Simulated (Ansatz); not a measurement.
Consider the atomization: `[SiH3][N]([SiH3])[InH2]` → 8 H• + In• + N• + 2 Si•.

Isolated molecules relaxed with PBE0-D4/def2-TZVP in Ansatz; ΔE leaves out vibrations. CCSD(T)/CBS adds triple-zeta CCSD(T) − MP2 to the extrapolated MP2 energy (def2 sets, frozen cores). This one scheme is used for every species, atoms too. DFT in def2-TZVPP. B3LYP here is the variant with VWN-RPA as its local correlation; programs differ in this. HSE06 is defined as in plane-wave codes. No spin–orbit coupling; open shells (•) take unrestricted orbitals. Spin–orbit coupling would lower the free atoms: a little for Si; strongly for In. def2 core potentials past Kr. For In outer-core shells are correlated without core-valence functions, so the limit isn't a true one: a few kJ/mol of doubt a bond, and 10 to 20 or more in all where bonds break to atoms.

```tsv
level	ΔE (kJ/mol)	difference from CCSD(T)/CBS
B97M-V	3421.7	-1.1
B3LYP-D4	3392.1	-30.7
HSE06-D4	3338.7	-84.1
BLYP	3286.3	-136.5
r2SCAN	3374.3	-48.5
PBE0	3311.0	-111.8
B3LYP	3340.7	-82.1
HF/def2-SVP	2441.0	-981.8
HF/def2-TZVPP	2483.3	-939.5
CCSD/def2-TZVPP	3287.0	-135.8
CCSD(T)/def2-TZVPP	3325.1	-97.7
MP2/def2-QZVPP	3355.8	-67.0
SCS-MP2/def2-QZVPP	3412.4	-10.4
HF/CBS(def2)	2495.0	-927.8
MP2/CBS(def2)	3393.9	-28.9
CCSD/CBS(def2)	3384.6	-38.2
CCSD(T)/CBS	3422.8	0
```

Largest T1 diagnostic among the species: 0.015.

From BLYP to BHLYP (50 % exact exchange), in def2-TZVPP and without D4, ΔE moves by +25.1 kJ/mol. Leaving LDA and LC-ωPBE aside and taking each functional with its dispersion term where it has one, the values, not all of them listed here, spread over 147.0 kJ/mol, from revPBE-D4 to ωB97X-V. LDA lies +451.3 kJ/mol from PBE without D4, its usual overbinding. In def2-TZVPP, CCSD(T) changes the Hartree–Fock value by +841.8 kJ/mol (the triples alone add +38.2 kJ/mol) and MP2 by +813.0 kJ/mol; breaking electron pairs costs correlation energy, which Hartree–Fock lacks.

For atomizations the MP2-based limit and the directly extrapolated one differ by several kJ/mol either way, and by 10 to 25 for some Ge, Se and Sn compounds, so smaller differences from it don't rank the levels.
